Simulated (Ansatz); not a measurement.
Diatomic ZnSb, multiplicity 4 (lowest of 2S+1 = 2, 4 at CCSD(T)/def2-TZVPP on PBE0 minima; our sources give no spin for the ground state, which may be another). No spin–orbit coupling. Zn is treated without relativity.

The constants come from a fifth-degree fit in 1/R (seven points, main isotopes). Runs in def2 and cc sets follow the lowest solution found near the PBE0 minimum.

Correlated levels freeze the inner cores; with def2 sets outer-core shells near the valence are correlated too.

The values were computed with Ansatz (a first-principles code) with Gaussian orbitals. Each number belongs to the level named beside it. In def2 rows elements past Kr take small-core potentials, without spin–orbit coupling.

| level | r_e (Å) | ω_e (cm⁻¹) | ω_e x_e (cm⁻¹) | dipole (D) |
|---|---|---|---|---|
| SVWN5/def2-TZVPP | 2.693 | 145 | 1.00 | 0.04 |
| r2SCAN/def2-TZVPP | 2.743 | 137 | 1.1 | 0.30 |
| PBE0/def2-TZVPP | 2.790 | 124 | 1.3 | 0.33 |
| CAM-B3LYP/def2-TZVPP | 2.810 | 110 | 1.9 | 0.31 |
| wB97X-V/def2-TZVPP | 2.755 | [?] | 1.8 | 0.44 |
| wB97M-V/def2-TZVPP | 2.821 | 102 | 2.3 | 0.24 |
| B2PLYP/def2-TZVPP | 2.847 | 102 | 1.9 | - |
| CCSD(T)/def2-TZVPP | [?] | [?] | 3.2 | - |

Q: Fill in the missing entries.

A: 
- CCSD(T)/def2-TZVPP, r_e (Å): 2.915
- CCSD(T)/def2-TZVPP, ω_e (cm⁻¹): 77
- wB97X-V/def2-TZVPP, ω_e (cm⁻¹): 127
